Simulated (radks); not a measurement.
Problem. All-electron atom: Sm42+ in [Ar] 3d2. Method: Dirac Kohn-Sham, PBE, spin-unpolarised, spherical densities, finite nucleus; open shells fill j = l - 1/2 first; Fermi nuclear charge, rms radius 5.0819 fm; computed with a radial shooting solver on a logarithmic mesh with Libxc functionals. Some entries of the table are withheld. Estimate them.

| orbital | occ. | eigenvalue (eV) | r(max) (bohr) | <r^2> (bohr^2) |
|---|---|---|---|---|
| 1s1/2 | 2 | (1) | 0.01449 | 0.0007048 |
| 2s1/2 | 2 | -9984.031 | 0.08203 | 0.01086 |
| 2p1/2 | 2 | -9608.644 | (2) | 0.007901 |
| 2p3/2 | 4 | -8997.315 | (3) | 0.009092 |
| 3s1/2 | 2 | (4) | 0.2243 | (5) |
| 3p1/2 | 2 | -3564.353 | (6) | 0.05911 |
| 3p3/2 | 4 | -3417.520 | (7) | 0.06440 |
| 3d3/2 | 2 | -3195.304 | 0.1723 | (8) |
| 3d5/2 | 0 | -3160.987 | 0.1752 | (9) |

Solution. 
(1) 1s1/2 eigenvalue (eV): -49055.75
(2) 2p1/2 r(max) (bohr): 0.06216
(3) 2p3/2 r(max) (bohr): 0.06772
(4) 3s1/2 eigenvalue (eV): -3710.346
(5) 3s1/2 <r^2> (bohr^2): 0.06466
(6) 3p1/2 r(max) (bohr): 0.2105
(7) 3p3/2 r(max) (bohr): 0.2209
(8) 3d3/2 <r^2> (bohr^2): 0.04876
(9) 3d5/2 <r^2> (bohr^2): 0.05016
